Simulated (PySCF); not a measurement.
**Computed properties of Si(F)(Me)(SH)2 (CH5FS2Si), SMILES C[Si](F)(S)S**

Si(F)(Me)(SH)2 (CH5FS2Si), SMILES C[Si](F)(S)S. Coordinates come from a PBE0-D3(BJ)/def2-SVP optimisation. The structure was generated by enumeration, and PubChem lists no compound with its InChIKey, so it may never have been made. The values are those of a single conformer. All values are computed for the isolated molecule unless a solvent is named; none is compared with measurement here.

**Structure.** All 24 harmonic modes at PBE0-D3(BJ)/def2-SVP (PySCF) are real, so it is a minimum. With heavy atoms numbered as in [CH3:1][Si:2]([F:3])([SH:4])[SH:5], the shortest bond between them is Si2–F3 at 1.625 Å and the longest Si2–S5 at 2.139 Å.

**Vibrations.** The strongest infrared lines (harmonic, unscaled, degenerate partners summed) lie at 921 cm⁻¹ (128 km/mol, Si 46 %, F 40 %, H 11 %), 822 cm⁻¹ (114 km/mol, H 65 %, C 16 %, Si 13 %), 559 cm⁻¹ (95 km/mol, Si 53 %, S 29 %, H 16 %). The softest mode is at 128 cm⁻¹ and the zero-point energy is 37.6 kcal/mol.

**Electronic structure.** CAM-B3LYP/def2-TZVP (PySCF) places the frontier levels at -8.93 and 0.94 eV, a gap of 9.87 eV, and gives a dipole moment of 1.86 D and a mean polarisability of 71.8 bohr³. PBE/def2-TZVP (PySCF) at the same geometry gives -6.38 and -1.03 eV, so its gap is 4.52 eV narrower. An orbital gap is neither the optical nor the fundamental gap.

**Excitations.** TDA-ωB97X/def2-SVPD (PySCF) has S1 at 6.23 eV (199 nm, f = 0.003, weak); the most intense of the 10 singlets computed lies at 7.05 eV (f = 0.11). T1 (TDA) is at 5.84 eV, 0.39 eV under S1. TDA-PBE/def2-SVPD (PySCF) puts S1 at 5.45 eV. No vertical singlet excitation falls in the visible range (under 3.1 eV).

**NMR.** GIAO shifts at PBE0/pcSseg-1 (PySCF) (non-relativistic, atoms alike by connectivity averaged): ¹³C at 8.0 ppm against TMS; ¹H from 0.9 to 1.3 ppm against TMS; ²⁹Si at 48.2 ppm against TMS; ¹⁹F at -145.4 ppm against CFCl3.

**Solvation.** SMD-ωB97X/def2-SVP (PySCF) gives -2.5 kcal/mol in water, -6.7 kcal/mol in methanol, -6.7 kcal/mol in 2-propanol (1 M in both phases, gas-phase geometry).
